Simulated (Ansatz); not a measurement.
Program: Ansatz. Geometries: PBE0-D4/def2-TZVP. ΔE: electronic, gas phase. CCSD(T)/CBS adds triple-zeta CCSD(T) − MP2 to the extrapolated MP2 energy (def2 sets, frozen cores). This one scheme is used for every species. Functionals use def2-TZVPP. B3LYP here is the variant with VWN-RPA as its local correlation; programs differ in this. Elements past krypton have def2 core potentials. For Sn outer-core shells are correlated without core-valence functions, which leaves a few kJ/mol of doubt a bond. Each species was taken in one conformer, which may not be the lowest.

Consider the formal exchange of groups at the Sn–O bond: `[CH3][SnH]([OH])[F]` + `CCl` → `[CH3][SnH]([F])[CH2]Cl` + H₂O.

```json
{"level": "PBE-D4", "ΔE (kJ/mol)": "47.9", "difference from CCSD(T)/CBS": "1.7"}
{"level": "r2SCAN-D4", "ΔE (kJ/mol)": "54.8", "difference from CCSD(T)/CBS": "8.6"}
{"level": "PBE0-D4", "ΔE (kJ/mol)": "46.2", "difference from CCSD(T)/CBS": "0.0"}
{"level": "B3LYP-D4", "ΔE (kJ/mol)": "52.8", "difference from CCSD(T)/CBS": "6.6"}
{"level": "ωB97X-V", "ΔE (kJ/mol)": "53.8", "difference from CCSD(T)/CBS": "7.6"}
{"level": "ωB97M-V", "ΔE (kJ/mol)": "50.0", "difference from CCSD(T)/CBS": "3.8"}
{"level": "B2PLYP", "ΔE (kJ/mol)": "56.9", "difference from CCSD(T)/CBS": "10.7"}
{"level": "PBE", "ΔE (kJ/mol)": "52.6", "difference from CCSD(T)/CBS": "6.4"}
{"level": "r2SCAN", "ΔE (kJ/mol)": "56.2", "difference from CCSD(T)/CBS": "10.0"}
{"level": "PBE0", "ΔE (kJ/mol)": "50.5", "difference from CCSD(T)/CBS": "4.3"}
{"level": "B3LYP", "ΔE (kJ/mol)": "60.3", "difference from CCSD(T)/CBS": "14.1"}
{"level": "HF/def2-TZVPP", "ΔE (kJ/mol)": "66.5", "difference from CCSD(T)/CBS": "20.3"}
{"level": "MP2/def2-TZVPP", "ΔE (kJ/mol)": "45.2", "difference from CCSD(T)/CBS": "-1.0"}
{"level": "SCS-MP2/def2-TZVPP", "ΔE (kJ/mol)": "51.2", "difference from CCSD(T)/CBS": "5.0"}
{"level": "CCSD/def2-TZVPP", "ΔE (kJ/mol)": "48.7", "difference from CCSD(T)/CBS": "2.5"}
{"level": "CCSD(T)/def2-TZVPP", "ΔE (kJ/mol)": "47.1", "difference from CCSD(T)/CBS": "0.9"}
{"level": "HF/def2-QZVPP", "ΔE (kJ/mol)": "67.9", "difference from CCSD(T)/CBS": "21.7"}
{"level": "MP2/def2-QZVPP", "ΔE (kJ/mol)": "45.2", "difference from CCSD(T)/CBS": "-1.0"}
{"level": "SCS-MP2/def2-QZVPP", "ΔE (kJ/mol)": "51.3", "difference from CCSD(T)/CBS": "5.1"}
{"level": "HF/CBS(def2)", "ΔE (kJ/mol)": "68.1", "difference from CCSD(T)/CBS": "21.9"}
{"level": "MP2/CBS(def2)", "ΔE (kJ/mol)": "44.4", "difference from CCSD(T)/CBS": "-1.8"}
{"level": "CCSD/CBS(def2)", "ΔE (kJ/mol)": "47.9", "difference from CCSD(T)/CBS": "1.7"}
{"level": "CCSD(T)/CBS", "ΔE (kJ/mol)": "46.2", "difference from CCSD(T)/CBS": "0"}
```

Largest T1 diagnostic among the species: 0.013.

The D4 term adds −7.4 kJ/mol with B3LYP and −4.3 kJ/mol with PBE0; it sums over pairs of atoms, weighted by their polarisabilities, and B3LYP, whose exchange is more repulsive, gets the larger term. In def2-TZVPP, CCSD(T) changes the Hartree–Fock value by −19.4 kJ/mol (the triples alone add −1.7 kJ/mol) and MP2 by −21.3 kJ/mol.
